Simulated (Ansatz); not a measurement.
Reaction (substitution at a C–Si bond): `C=C(O)[SiH3]` + H–F → `C=C(O)F` + SiH₄

Calculated with Ansatz (gas phase, PBE0-D4/def2-TZVP geometries, no zero-point term in ΔE). CCSD(T)/CBS adds triple-zeta CCSD(T) − MP2 to the extrapolated MP2 energy (def2 sets, frozen cores). This one scheme is used for every species. DFT in def2-TZVPP. B3LYP here is the variant with VWN-RPA as its local correlation; programs differ in this. HSE06 is defined as in plane-wave codes. One conformer a species, not always the lowest.

Task: Is it downhill or uphill in electronic energy at CCSD(T)/CBS, and by how much? (Estimate.)

Result: Ansatz gave: Uphill: ΔE = +11.7 kcal/mol.

Task: What do these levels give: BLYP-D4, r2SCAN-D4, B97M-V, r2SCANh-D4, r2SCAN, PBE0, B3LYP, HSE06, CCSD(T)/def2-SVP, CCSD/def2-TZVPP, HF/def2-QZVPP, HF/CBS(def2)? (Estimate.)

Result: Computed: BLYP-D4 7.7, r2SCAN-D4 6.4, B97M-V 5.2, r2SCANh-D4 6.6, r2SCAN 6.0, PBE0 6.8, B3LYP 5.4, HSE06 6.8, CCSD(T)/def2-SVP 2.4, CCSD/def2-TZVPP 8.8, HF/def2-QZVPP 3.4, HF/CBS(def2) 3.4 kcal/mol.

Largest T1 diagnostic among the species: 0.013.

Leaving LDA and LC-ωPBE aside and taking each functional with its dispersion term where it has one, the values, not all of them listed here, spread over 3.8 kcal/mol, from B97M-V to revPBE-D4. LDA lies −1.0 kcal/mol from PBE without D4. In def2-TZVPP, CCSD(T) changes the Hartree–Fock value by +6.4 kcal/mol (the triples alone add +0.7 kcal/mol) and MP2 by +8.5 kcal/mol.
